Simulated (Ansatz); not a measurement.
`CC(C)C(C)O` + `C[NH][GeH]([OH])[Cl]` → `C[NH][GeH]([Cl])[O]C` + `CCC(C)O`  (substitution at a C–C bond)

Program: Ansatz. Geometries: PBE0-D4/def2-TZVP. ΔE: electronic, gas phase. CBS: MP2 limit from def2 TZ/QZ plus the TZ coupled-cluster correction, frozen cores. Functionals use def2-TZVPP. For Ge outer-core shells are correlated without core-valence functions, which leaves a few kJ/mol of doubt a bond. Scalar relativity is left out up to krypton. One conformer a species, not always the lowest.

Task: Is it downhill or uphill in electronic energy at CCSD(T)/CBS, and by how much? (An estimate is asked.)

Result: Computed: Uphill: ΔE = +14.5 kcal/mol.

Task: What do these levels give: PBE-D4, r2SCAN-D4, ωB97X-V, MP2/def2-TZVPP, CCSD(T)/def2-TZVPP, MP2/def2-QZVPP? (Estimate.)

Result: Ansatz gave: PBE-D4 12.7, r2SCAN-D4 13.4, ωB97X-V 12.8, MP2/def2-TZVPP 15.5, CCSD(T)/def2-TZVPP 14.0, MP2/def2-QZVPP 15.7 kcal/mol.

Largest T1 diagnostic among the species: 0.011.

In def2-TZVPP, CCSD(T) changes the Hartree–Fock value by +3.6 kcal/mol (the triples alone add +0.3 kcal/mol) and MP2 by +5.1 kcal/mol.
